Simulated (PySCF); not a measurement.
Two species compared at the same levels of theory.

First species: C₅H₁₄P₂.
SMILES with atom numbers: `[CH3:1][P:2]([PH2:3])[C:4]([CH3:5])([CH3:6])[CH3:7]` (hydrogens: H8, H9, H10 on C1; H11, H12 on P3; H13, H14, H15 on C5; H16, H17, H18 on C6; H19, H20, H21 on C7)

Cartesian coordinates in Å at the PBE0-D3(BJ)/def2-SVP level; atoms count from 1:
```xyz
21
C5H14P2 angstrom
C      1.2538    2.0399   -1.0747
P      1.1405    0.2165   -1.4018
P      2.4647   -0.4242    0.2857
C     -0.5527   -0.2195   -0.6623
C     -0.5725   -1.7409   -0.5017
C     -0.8533    0.4523    0.6729
C     -1.5913    0.1963   -1.7074
H      1.1825    2.3122   -0.0105
H      0.4509    2.5523   -1.6267
H      2.2123    2.4068   -1.4713
H      3.5942    0.2706   -0.2484
H      2.8626   -1.6630   -0.3060
H      0.1203   -2.0751    0.2882
H     -1.5824   -2.0798   -0.2162
H     -0.2966   -2.2513   -1.4386
H     -1.8212    0.0941    1.0637
H     -0.0830    0.2253    1.4265
H     -0.9264    1.5459    0.5753
H     -1.4089   -0.2957   -2.6755
H     -2.6025   -0.0847   -1.3673
H     -1.5934    1.2851   -1.8748
```

Second species: C₉H₉FO₂.
Numbering: `[CH3:1][CH2:2][O:3][C:4](=[O:5])[c:6]1[cH:7][cH:8][cH:9][cH:10][c:11]1[F:12]` (hydrogens: H13, H14, H15 on C1; H16, H17 on C2; H18 on C7; H19 on C8; H20 on C9; H21 on C10)

Geometry (PBE0-D3(BJ)/def2-SVP, Å), atoms numbered from 1 in this order:
```xyz
21
C9H9FO2 angstrom
C      3.509    0.042   -0.499
C      2.798    0.092    0.834
O      1.413    0.405    0.680
C      0.599   -0.603    0.380
O      0.967   -1.746    0.248
C     -0.825   -0.190    0.219
C     -1.736   -1.199   -0.128
C     -3.086   -0.930   -0.306
C     -3.555    0.374   -0.135
C     -2.675    1.393    0.210
C     -1.323    1.110    0.385
F     -0.528    2.117    0.714
H      4.589   -0.101   -0.343
H      3.363    0.981   -1.054
H      3.136   -0.794   -1.107
H      2.890   -0.867    1.366
H      3.194    0.895    1.471
H     -1.332   -2.205   -0.252
H     -3.773   -1.734   -0.577
H     -4.615    0.601   -0.272
H     -3.011    2.422    0.352
```

Levels: CAM-B3LYP/def2-SVPD for dipole moment, HOMO energy, LUMO energy, HOMO–LUMO gap, static isotropic polarisability and electronic spatial extent ⟨r²⟩ about the centre of nuclear charge; TDDFT CAM-B3LYP/def2-SVPD for lowest singlet excitation; TDA CAM-B3LYP/def2-SVPD for lowest triplet excitation (Tamm–Dancoff); PBE0-D3(BJ)/def2-SVP for rotational constant A and rotational constant C. Geometries: PBE0-D3(BJ)/def2-SVP. Each species is one conformer at its optimised geometry, gas phase, non-relativistic unless stated; the electronic structure was computed with PySCF and density fitting.

Dipoles, sizes and rotational constants follow the conformer. The torsions of the flexible species, by atom-mapped SMILES:
- `[CH3:1][P:2]([PH2:3])[C:4]([CH3:5])([CH3:6])[CH3:7]`: C1–P2–C4–C5 -164°, H–P3–P2–C1 -62°, H–P3–P2–C1 -155°
- `[CH3:1][CH2:2][O:3][C:4](=[O:5])[c:6]1[cH:7][cH:8][cH:9][cH:10][c:11]1[F:12]`: C1–C2–O3–C4 83°, C2–O3–C4–O5 1°, O3–C4–C6–C7 179°

```json
{"property": "dipole moment", "column X": "1.35 D", "column Y": "0.97 D"}
{"property": "HOMO energy", "column X": "-8.70 eV", "column Y": "-7.43 eV"}
{"property": "LUMO energy", "column X": "-0.50 eV", "column Y": "1.02 eV"}
{"property": "HOMO–LUMO gap", "column X": "8.20 eV", "column Y": "8.45 eV"}
{"property": "lowest singlet excitation", "column X": "5.04 eV", "column Y": "5.49 eV"}
{"property": "lowest triplet excitation (Tamm–Dancoff)", "column X": "3.86 eV", "column Y": "4.31 eV"}
{"property": "static isotropic polarisability", "column X": "112.7 au", "column Y": "116.7 au"}
{"property": "electronic spatial extent ⟨r²⟩ about the centre of nuclear charge", "column X": "2290 bohr²", "column Y": "1257 bohr²"}
{"property": "rotational constant A", "column X": "2.010 GHz", "column Y": "2.238 GHz"}
{"property": "rotational constant C", "column X": "0.483 GHz", "column Y": "1.124 GHz"}
```

Question: Which column belongs to which species?

Answer: Column X is the second species and column Y the first. The first has 21 atoms and 74 electrons, the second 21 and 88.

Question: How does each property change from the first species to the second?

Answer: dipole moment +0.38 D; HOMO energy -1.27 eV; LUMO energy -1.52 eV; HOMO–LUMO gap -0.25 eV; lowest singlet excitation -0.45 eV; lowest triplet excitation (Tamm–Dancoff) -0.45 eV; static isotropic polarisability -4.0 au; electronic spatial extent ⟨r²⟩ about the centre of nuclear charge +1033 bohr²; rotational constant A -0.228 GHz; rotational constant C -0.641 GHz.

On the first: The dipole matches unit charges of opposite sign 0.20 Å apart (1 e·Å = 4.8032 D). A dipole of 0.97 D is allowed in C1, and pure rotational transitions are dipole-allowed.

On the second: The principal polarisabilities are 72.8, 114.6 and 150.8 au; their mean is the isotropic value. The vertical singlet–triplet gap S1 − T1 is 1.18 eV (TDDFT singlet less Tamm–Dancoff triplet; S1: HOMO→LUMO, weight 0.77; T1: HOMO−1→LUMO, weight 0.54).
